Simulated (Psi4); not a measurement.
Two rigid molecules brought together: H2O ··· CS2 (SMILES O and S=C=S). Monomers: optimised at B3LYP-D3(BJ) (def2-TZVP), held rigid. Orientation: lowest of the rigid-body minima from ten starts at GFN2-xTB. R is the distance of the centres of mass, along which the second monomer moves.

- PBE/def2-TZVP, counterpoise-corrected (Psi4)
- PBE-D3(BJ)/def2-TZVP, counterpoise-corrected (Psi4)
- M06-2X/def2-TZVP, counterpoise-corrected (Psi4)
- SAPT0/jun-cc-pVDZ, frozen core (Psi4)

Interaction energies in kJ/mol; the last columns give the difference from SAPT0:

| R / Å | PBE/def2-TZVP | PBE-D3(BJ)/def2-TZVP | M06-2X/def2-TZVP | SAPT0/jun-cc-pVDZ | PBE/def2-TZVP − SAPT0/jun-cc-pVDZ | PBE-D3(BJ)/def2-TZVP − SAPT0/jun-cc-pVDZ | M06-2X/def2-TZVP − SAPT0/jun-cc-pVDZ |
|---|---|---|---|---|---|---|---|
| 2.50 | 33.91 | 28.32 | 23.21 | 25.10 | 8.81 | 3.23 | -1.89 |
| 2.69 | 16.19 | 11.18 | 6.54 | 9.05 | 7.14 | 2.12 | -2.52 |
| 2.91 | 5.91 | 1.59 | -1.45 | 0.59 | 5.32 | 1.00 | -2.04 |
| 3.09 | 1.99 | -1.76 | -3.41 | -2.07 | 4.06 | 0.31 | -1.33 |
| 3.29 | 0.05 | -3.10 | -3.50 | -2.90 | 2.95 | -0.20 | -0.60 |
| 3.46 | -0.57 | -3.25 | -2.97 | -2.82 | 2.25 | -0.43 | -0.15 |
| 3.82 | -0.67 | -2.50 | -1.83 | -2.00 | 1.34 | -0.50 | 0.18 |
| 4.10 | -0.42 | -1.77 | -1.23 | -1.38 | 0.96 | -0.38 | 0.15 |
| 4.57 | -0.04 | -0.84 | -0.55 | -0.68 | 0.64 | -0.16 | 0.13 |
| 5.27 | 0.21 | -0.17 | 0.06 | -0.19 | 0.40 | 0.03 | 0.26 |
| 6.31 | 0.19 | 0.06 | 0.20 | 0.01 | 0.18 | 0.04 | 0.19 |
| 7.62 | 0.11 | 0.07 | 0.12 | 0.05 | 0.06 | 0.02 | 0.07 |

PBE/def2-TZVP is furthest from SAPT0/jun-cc-pVDZ at 2.50 (8.81 kJ/mol, above); its mean absolute difference over the points is 2.84 kJ/mol.

PBE-D3(BJ)/def2-TZVP is furthest from SAPT0/jun-cc-pVDZ at 2.50 (3.23 kJ/mol, above); its mean absolute difference over the points is 0.70 kJ/mol.

M06-2X/def2-TZVP is furthest from SAPT0/jun-cc-pVDZ at 2.69 (-2.52 kJ/mol, below); its mean absolute difference over the points is 0.79 kJ/mol.
